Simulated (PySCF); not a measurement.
Compound: VSeMe3, C₃H₉SeV (singlet state).
Geometry (PBE0-D3(BJ)/def2-SVP, Å), atoms numbered from 1 in this order:
```
atom  x, y, z in Å
V1     0.0088    0.0013    0.4613
Se2    0.0465    0.0125    2.5862
C3     1.8854   -0.0117   -0.1844
H4     2.4554    0.8444    0.2076
H5     1.8087    0.0449   -1.2867
H6     2.3744   -0.9516    0.1178
C7    -0.9418    1.6370   -0.1448
H8    -1.9857    1.6249    0.2059
H9    -0.9058    1.5951   -1.2496
H10   -0.4381    2.5441    0.2232
C11   -0.9533   -1.6337   -0.1281
H12   -1.9970   -1.6079    0.2227
H13   -0.4595   -2.5434    0.2456
H14   -0.9175   -1.5998   -1.2335
```

Method: TDDFT CAM-B3LYP/def2-SVPD, vertical, gas phase, core orbitals frozen in the response (PySCF 2.14.0, density-fitted response routines). Relativistic effects, spin–orbit coupling among them, are left out although an element past zinc is present.

Broadening: Gaussians 0.25 eV wide at half height, area fixed by f = 4.319×10⁻⁹ ∫ε dν̃. The cross-section is σ = 3.8235×10⁻²¹ ε cm², given in Mb (10⁻¹⁸ cm²). The width is an assumption, not a result. The curve ends short of the highest state used, and states not computed would add to its high-energy end.

E (eV), σ (Mb) and a bar:
```
     2.13       0.00 
     2.16       0.00 
     2.19       0.00 
     2.22       0.00 
     2.25       0.00 
     2.28       0.00 
     2.31       0.00 
     2.34       0.00 
     2.37       0.00 
     2.39       0.00 
     2.42       0.00 
     2.45       0.00 
     2.48       0.01 
     2.51       0.02 
     2.54       0.05 
     2.57       0.09 
     2.60       0.18 #
     2.62       0.26 #
     2.65       0.42 #
     2.68       0.65 ##
     2.71       0.91 ###
     2.74       1.18 ###
     2.77       1.41 ####
     2.80       1.56 #####
     2.83       1.59 #####
     2.85       1.55 #####
     2.88       1.41 ####
     2.91       1.22 ####
     2.94       1.05 ###
     2.97       1.01 ###
     3.00       1.18 ###
     3.03       1.66 #####
     3.06       2.52 #######
     3.09       3.77 ###########
     3.11       4.80 ##############
     3.14       6.51 ###################
     3.17       8.19 ########################
     3.20       9.55 ############################
     3.23      10.30 ##############################
     3.26      10.27 ##############################
     3.29       9.48 ############################
     3.32       8.10 ########################
     3.34       7.00 ####################
     3.37       5.30 ###############
     3.40       3.77 ###########
     3.43       2.58 ########
     3.46       1.76 #####
     3.49       1.27 ####
     3.52       1.01 ###
     3.55       0.88 ###
     3.57       0.83 ##
     3.60       0.76 ##
     3.63       0.68 ##
     3.66       0.59 ##
     3.69       0.51 #
     3.72       0.43 #
```

(1) Locate the maxima and give the states behind the curve.

(2) Does any computed singlet lie in the visible range?

(3) Coming from long wavelengths, where does ε first pass 100 L mol⁻¹ cm⁻¹?

(4) On this curve, what absorbance would a 10⁻⁵ mol/L sample give at 405 nm over a 1 cm path?

Results:

(1) 439 nm (2.82 eV), ε about 420, made up of S2 (49%) and S3 (50%); 382 nm (3.24 eV), ε about 2700, made up of S6 (87%) (ε in L mol⁻¹ cm⁻¹; maxima over ε = 5, shares over 10%). The states used: S1 2.51 eV (f 0.0000); S2 2.82 eV (f 0.0019); S3 2.82 eV (f 0.0019); S4 3.20 eV (f 0.0017); S5 3.21 eV (f 0.0017); S6 3.25 eV (f 0.022); S7 3.38 eV (f 0.0000); S8 3.57 eV (f 0.0008); S9 3.57 eV (f 0.0009); S10 3.80 eV (f 0.0002); S11 3.80 eV (f 0.0002); S12 3.83 eV (f 0.0002); S13 4.18 eV (f 0.0000); S14 4.31 eV (f 0.0016); S15 4.32 eV (f 0.0016).

(2) 6 computed singlets (S1 to S6) lie in the visible range (380 to 750 nm), the largest f among them at 382 nm, f = 0.022; light of that wavelength is violet, and its complementary colour is yellow-green; a Tamm–Dancoff triplet lies at 609 nm, without intensity as long as spin–orbit coupling is left out.

(3) At about 469 nm (2.64 eV), 0.13 eV above S1.

(4) 405 nm is 3.061 eV, where ε is about 670 L mol⁻¹ cm⁻¹, so A = ε c l ≈ 0.0067 (Beer–Lambert, with the gas-phase spectrum and the assumed width).
